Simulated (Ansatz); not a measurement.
C$_{4}$H$_{10}$N$_{2}$Si, SMILES `C=C[Si](N)(N)C=C`, 17 atoms. Total charge 0; spin multiplicity 1. All runs use 8 threads of an Intel Xeon on a shared host. Correlated methods freeze the cores.

Q: Give the basis size and wall time and peak host memory of each of these runs in Ansatz. direct RPA on PBE orbitals/def2-TZVPP energy; RHF-MP2/def2-TZVPP energy; RKS PBE0-D4/def2-TZVP relaxation (10 steps); RKS PBE0-D4/def2-SVP energy; RKS PBE-D4/def2-TZVPP energy and forces; RKS BHLYP-D4/def2-TZVPP energy; RKS ωB97M-V/def2-SVP energy; RKS PBE0-D4/def2-QZVPP energy; RKS ωB97M-V/def2-QZVPP energy; RKS ωB97X-V/def2-TZVPP energy; RKS SPW92 (LDA)/def2-TZVPP energy; RHF-MP2/def2-QZVPP energy. (Best estimate.)

A: Computed: Other jobs shared the machine, so times are rough.

| level | job | functions | wall time | peak host memory (GiB) |
| --- | --- | --- | --- | --- |
| RKS SPW92 (LDA)/def2-TZVPP | energy | 368 | 6 s | 0.66 |
| RKS PBE-D4/def2-TZVPP | energy and forces | 368 | 6.5 s | 0.67 |
| RKS PBE0-D4/def2-SVP | energy | 152 | 7.5 s | 0.45 |
| RKS ωB97M-V/def2-SVP | energy | 152 | 16 s | 0.62 |
| direct RPA on PBE orbitals/def2-TZVPP | energy | 368 | 19 s | 1.4 |
| RKS BHLYP-D4/def2-TZVPP | energy | 368 | 22 s | 1.4 |
| RKS ωB97X-V/def2-TZVPP | energy | 368 | 39 s | 1.6 |
| RHF-MP2/def2-TZVPP | energy | 368 | 41 s | 1.4 |
| RKS PBE0-D4/def2-QZVPP | energy | 712 | 54 s | 3.9 |
| RKS ωB97M-V/def2-QZVPP | energy | 712 | 84 s | 4.7 |
| RKS PBE0-D4/def2-TZVP | relaxation (10 steps) | 283 | 100 s | 1.1 |
| RHF-MP2/def2-QZVPP | energy | 712 | 2.6 min | 7.7 |
